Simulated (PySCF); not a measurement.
Input for PySCF: R-B3LYP/6-31G* on Si2H6 (SMILES [SiH3][SiH3]) with ghost functions, monomers drawn apart or pushed together.

```python
from pyscf import gto, scf, dft, mp
from pyscf.data.elements import chemcore

mol = gto.M(
    atom='''
    Si    0.14426733   -1.16617758    3.41156680
    Si    0.26130179    1.16812497    3.56767103
    H     0.43256699   -1.79639717    4.72895966
    H     1.13968748   -1.69336978    2.44785630
    H    -1.20916011   -1.61083181    3.00102210
    H     0.59517377    1.59215515    4.95479288
    H    -1.03600186    1.79614854    3.21923442
    H     1.31402940    1.71507153    2.67812037
    ghost-N   -0.41246894    0.18904168    0.96084620
    ghost-H   -0.35981099   -0.69423092    0.46676276
    ghost-H   -1.36152978    0.53396089    0.87454400
    ghost-H    0.19811306    0.84359086    0.48555377
    ''',
    basis='6-31g*',
    cart=True,
    charge=0, spin=0, verbose=3, max_memory=1800)
mf = dft.RKS(mol, xc='b3lyp')
mf.conv_tol = 1e-8
mf.max_cycle = 100
mf.kernel()
if not mf.converged:
    mf = mf.newton().run(mf.mo_coeff, mf.mo_occ)
```

Program output:

```
converged SCF energy = -582.581500185649
```

The calculation finished and met its thresholds.

Cost: around 4 core-seconds (rough).
